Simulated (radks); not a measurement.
These are the eigenvalues of the occupied orbitals of an atom or ion with whole-number occupations (eV). Calculated with a radial shooting solver on a logarithmic mesh with Libxc functionals: scalar-relativistic Kohn-Sham, exchange-only LDA, spin-polarised, spherical densities, point nucleus.

| orbital | eigenvalue |
|---|---|
| 1s down | -81485.68 |
| 1s up | -81485.65 |
| 2s up | -15004.17 |
| 2s down | -15003.82 |
| 2p up | -13077.61 |
| 2p down | -13077.33 |
| 3s up | -4120.437 |
| 3s down | -4113.927 |
| 3p up | -3561.453 |
| 3p down | -3554.870 |
| 3d up | -2964.559 |
| 3d down | -2959.416 |
| 4s up | -1448.256 |
| 4s down | -1438.154 |
| 4p up | -1258.364 |
| 4p down | -1248.685 |
| 4d up | -1033.014 |
| 4d down | -1023.518 |
| 4f up | -786.6802 |
| 4f down | -776.4303 |

Which element is it, and in what charge state? The configuration may be excited. Open shells, if any, are filled with parallel spins first.

Answer. Z = 79, gold, charge +25: Au25+ in [Kr] 4d10 4f8. The list shows which subshells hold electrons but not how many an open one holds; the 1s level, -2994.5 hartree, gives Z - s = 77.4 by -(Z - s)^2/2, which with screening and relativity narrows Z to a few neighbours, and the depths of the outer levels then fix element, charge and occupations together.
